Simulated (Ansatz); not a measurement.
ReOF3, SMILES [O]=[Re]([F])([F])[F] (connectivity only; charge and spin as stated), neutral, multiplicity 3.

Geometry optimised at PBE0-D3(BJ)/def2-SVP. The spin state was assumed, not searched. The def2 effective core potentials stand for the cores of Re; spin–orbit coupling is left out.

Two levels are set side by side: PBE/def2-SVPD (Ansatz, an electronic-structure program) and PBE0/def2-SVPD (Ansatz). Energy differences of separate SCF runs at the same geometry; the states with an electron removed or added have multiplicity 2 and 2. Differences are taken from unrounded values.

| quantity | PBE |
|---|---|
| vertical ionisation energy (eV) | 10.02 |
| vertical electron affinity (eV) | 1.88 |

Problem. These are the PBE values. What does PBE0 give? (Estimate from the structure and the level; the computed values follow.)

Solution. 
| quantity | PBE0 | PBE minus PBE0 |
|---|---|---|
| vertical ionisation energy (eV) | 10.77 | -0.76 |
| vertical electron affinity (eV) | 2.09 | -0.21 |
